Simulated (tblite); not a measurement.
Species: C3H13B2NSi2.
SMILES with atom numbers: `[BH2:1][C@@H:2]([BH:3][Si@@H:4]([NH2:5])[SiH3:6])[CH:7]=[CH2:8]` (hydrogens: H9, H10 on B1; H11 on C2; H12 on B3; H13 on Si4; H14, H15 on N5; H16, H17, H18 on Si6; H19 on C7; H20, H21 on C8)

Computed with GFN2-xTB (tblite), gas phase: L-BFGS steps from a force-field or distance-geometry start until the largest atomic force falls under 0.01 eV/Å.

Step 28: E = -593.8289 eV
```
atom  x, y, z in Å  |  force x, y, z in eV/Å
B1     -1.9345   -1.5432    0.7340   -0.048   0.078  -0.066
C2     -1.1816   -0.3852   -0.0091   -0.032   0.006  -0.106
B3      0.1419   -0.8992   -0.7282   -0.008   0.070   0.077
Si4     1.8492   -0.0737   -0.2517    0.048  -0.060  -0.016
N5      1.7886    1.5908   -0.7457   -0.023   0.037  -0.087
Si6     2.3339   -0.3321    2.0199   -0.049   0.034  -0.029
C7     -2.0074    0.0560   -1.1908   -0.074   0.011  -0.013
C8     -2.2708    1.3238   -1.4582   -0.001   0.066   0.003
H9     -2.2067   -1.4305    1.8699    0.125  -0.116  -0.078
H10    -2.2873   -2.4767    0.1191   -0.013   0.014   0.106
H11    -1.0231    0.4847    0.6398    0.109  -0.105  -0.081
H12     0.0781   -1.7500   -1.5412   -0.139   0.066   0.187
H13     3.0334   -0.5135   -1.0258    0.013  -0.018   0.017
H14     0.9701    2.1537   -0.5864   -0.022  -0.035   0.038
H15     2.6120    2.1657   -0.6952    0.035   0.018   0.059
H16     2.4103   -1.7047    2.5259   -0.001  -0.065  -0.049
H17     1.2787    0.2977    2.8241    0.004   0.038   0.076
H18     3.5829    0.3055    2.4446    0.028   0.040   0.014
H19    -2.3978   -0.7366   -1.8134    0.023   0.054  -0.063
H20    -1.9023    2.1268   -0.8403    0.036  -0.010   0.041
H21    -2.8763    1.6373   -2.2919   -0.009  -0.123  -0.028
```

Step 29: E = -593.8354 eV
```
atom  x, y, z in Å  |  force x, y, z in eV/Å
B1     -1.9331   -1.5413    0.7329   -0.028   0.074  -0.072
C2     -1.1814   -0.3833   -0.0093   -0.065   0.032  -0.120
B3      0.1427   -0.8955   -0.7253   -0.044   0.050   0.065
Si4     1.8488   -0.0737   -0.2525    0.117   0.018   0.028
N5      1.7895    1.5939   -0.7462    0.045  -0.052  -0.080
Si6     2.3338   -0.3317    2.0244   -0.040   0.019  -0.187
C7     -2.0081    0.0557   -1.1931   -0.061   0.045  -0.035
C8     -2.2734    1.3238   -1.4604   -0.015   0.092  -0.014
H9     -2.1896   -1.4408    1.8706    0.113  -0.088  -0.008
H10    -2.2988   -2.4695    0.1215   -0.020  -0.017   0.055
H11    -1.0201    0.4857    0.6409    0.077  -0.104  -0.098
H12     0.0738   -1.7481   -1.5335   -0.121   0.033   0.151
H13     3.0352   -0.5278   -1.0171   -0.007   0.011   0.014
H14     0.9663    2.1480   -0.5878   -0.053   0.006   0.039
H15     2.6092    2.1760   -0.6960   -0.003  -0.024   0.065
H16     2.4098   -1.7060    2.5162    0.003  -0.112  -0.018
H17     1.2873    0.2966    2.8288   -0.088   0.080   0.140
H18     3.5795    0.3053    2.4459    0.095   0.063   0.034
H19    -2.3937   -0.7366   -1.8226    0.046   0.089  -0.003
H20    -1.9078    2.1293   -0.8401    0.006  -0.069  -0.002
H21    -2.8787    1.6368   -2.2980    0.041  -0.145   0.046
```

**Question.** Estimate the geometry and energy of step 30. (The exact step hangs on the optimiser's Hessian estimate; all steps are aligned on step 29, rigid shifts and turns removed.)

**Answer.** E = -593.8429 eV, largest force 0.306 eV/Å
```
atom  x, y, z in Å  |  force x, y, z in eV/Å
B1     -1.9323   -1.5324    0.7310   -0.069  -0.054   0.093
C2     -1.1850   -0.3750   -0.0097   -0.104   0.056  -0.133
B3      0.1421   -0.8848   -0.7152   -0.062   0.006   0.038
Si4     1.8490   -0.0722   -0.2427    0.176   0.107   0.061
N5      1.7875    1.5929   -0.7526   -0.102   0.080  -0.024
Si6     2.3387   -0.3386    2.0380   -0.015  -0.001  -0.306
C7     -2.0054    0.0561   -1.2018   -0.039   0.096  -0.068
C8     -2.2819    1.3232   -1.4677   -0.016   0.106  -0.012
H9     -2.1298   -1.4649    1.8908    0.126  -0.083  -0.195
H10    -2.3431   -2.4425    0.1130    0.015   0.065   0.105
H11    -1.0195    0.4921    0.6406    0.030  -0.069  -0.095
H12     0.0667   -1.7318   -1.5250   -0.092  -0.024   0.103
H13     3.0369   -0.5382   -1.0000   -0.024   0.026   0.014
H14     0.9501    2.1434   -0.6179    0.166  -0.139   0.009
H15     2.5992    2.1901   -0.7090   -0.069  -0.101   0.075
H16     2.4161   -1.7177    2.5138    0.001  -0.128  -0.010
H17     1.3027    0.2839    2.8503   -0.166   0.117   0.193
H18     3.5850    0.2918    2.4603    0.135   0.078   0.039
H19    -2.3699   -0.7396   -1.8445    0.067   0.160   0.079
H20    -1.9335    2.1337   -0.8372   -0.044  -0.165  -0.089
H21    -2.8822    1.6270   -2.3153    0.087  -0.132   0.121
```

The energy changes by -0.0075 eV. The first-order estimate −F·Δx gives -0.0133 eV and the mean of the old and new forces, exact on a quadratic surface, -0.0071 eV. The step makes an angle of 79° with the force vector and moves no atom by more than 0.068 Å.

What follows is the cost of the whole relaxation. On one thread of an Arm Neoverse N1, shared host with 64 logical CPUs at a one-minute load of 59, this took 3.8 s.
